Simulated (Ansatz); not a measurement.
## Correcting a cheap level on Si-containing radicals

The atomisation energy (no zero-point term) in kJ/mol of 8 Si-containing radicals: x at PBE0-D4/def2-TZVPP, y at CCSD(T)/CBS estimate. Shapes, held fixed at every level: PBE0-D4/def2-TZVP. Flexible molecules stand in one conformer, not always the lowest. Programs: Ansatz 0.2.0.

| molecule | x (kJ/mol) | y (kJ/mol) |
| --- | --- | --- |
| Si2H5O2 (SMILES O[SiH]O[SiH3]) | 3049 | 3117 |
| SiH(CH2)(OH)2 | 3341 | ? |
| Si(CH3)2Cl | 3598 | 3574 |
| Si(CH3)2(SH) | 3877 | 3856 |
| CH8NSi2 (SMILES CN([SiH2])[SiH3]) | 3878 | 3898 |
| C2H7OSi (SMILES [CH2]C[SiH2]O) | 3988 | 3996 |
| C2H7OSi (SMILES CC[SiH]O) | 4026 | 4028 |
| CH7O2Si2 (SMILES O[SiH]C[SiH2]O) | 4237 | 4284 |

Q: Fit y = c + s·x to the known rows and predict y for SiH(CH2)(OH)2.

A: 
1. Means of the 7 rows: x = 3807.57, y = 3821.9.
2. Σ(Δx)² = 893806, Σ(Δx·Δy) = 869267, so the slope is 869267/893806 = 0.97255.
3. Intercept: 3821.9 − (0.97255) × 3807.57 = 118.8. The largest residual of the fit is 45.
4. SiH(CH2)(OH)2: 118.8 + 0.97255 × 3341 = 3368 kJ/mol.

CCSD(T)/CBS estimate gives 3382 kJ/mol, so the prediction is off by -14 kJ/mol, within the largest residual. Uncorrected, PBE0-D4/def2-TZVPP misses SiH(CH2)(OH)2 by -41 kJ/mol, and the other rows by 27 on average. The line removes about 65 % of this miss, partly by chance. Left out in turn, the other rows are missed by 48 kJ/mol on average, worse than no correction. Open shells run unrestricted. The CBS estimate extrapolates MP2 from def2-TZVPP and def2-QZVPP and adds CCSD(T) − MP2 in the triple-zeta set, cores frozen.
